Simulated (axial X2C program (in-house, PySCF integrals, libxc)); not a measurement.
**Spin–orbit effects down a group: molecules with I, PBE0**

Calculated with an axial X2C code built on PySCF integrals, spin-free (one-electron X2C) or two-component (2c: spin–orbit coupling with atomic mean-field Coulomb and Gaunt terms, which also bring small scalar terms), in Dyall basis sets with cores contracted in-house; open shells are unrestricted.

Basis sets: Be dyall-cv3z, Ca dyall-cv3z, I dyall-cv3z, Mg dyall-cv3z.

| molecule | spin-free state | Re (Å) | ωe (cm⁻¹) | De (eV) | 2c state | Re 2c (Å) | ωe 2c (cm⁻¹) | De 2c (eV) |
| --- | --- | --- | --- | --- | --- | --- | --- | --- |
| BeI | M_S = 1/2, Λ = 0 | 2.180 | 611.6 | 2.92 | Ω = 1/2 | 2.183 | 607.3 | 2.65 |
| MgI | M_S = 1/2, Λ = 0 | 2.586 | 309.7 | 2.33 | Ω = 1/2 | 2.591 | 306.7 | 2.07 |
| CaI | M_S = 1/2, Λ = 0 | 2.822 | 239.1 | 3.26 | Ω = 1/2 | 2.825 | 238.0 | 3.00 |

Work out the shifts from the spin-free to the two-component result.



```json
{"molecule": "BeI", "2c state": "Ω = 1/2", "ΔRe (Å)": "0.003", "Δωe (cm⁻¹)": "-4.3", "ΔDe (eV)": "-0.27"}
{"molecule": "MgI", "2c state": "Ω = 1/2", "ΔRe (Å)": "0.005", "Δωe (cm⁻¹)": "-3.0", "ΔDe (eV)": "-0.26"}
{"molecule": "CaI", "2c state": "Ω = 1/2", "ΔRe (Å)": "0.003", "Δωe (cm⁻¹)": "-1.1", "ΔDe (eV)": "-0.26"}
```

Shifts of one unit in the last digit are rounding.

Each entry is the lowest single determinant of a limited PBE0 search at one distance. De goes to single-determinant-based atoms at the same level (for ions the charge split of lowest energy) and is withheld (n/a) where an atom does not fit its ground term or J level. Main or longest-lived isotopes. The functionals have no current term, which raises determinants with orbital currents.
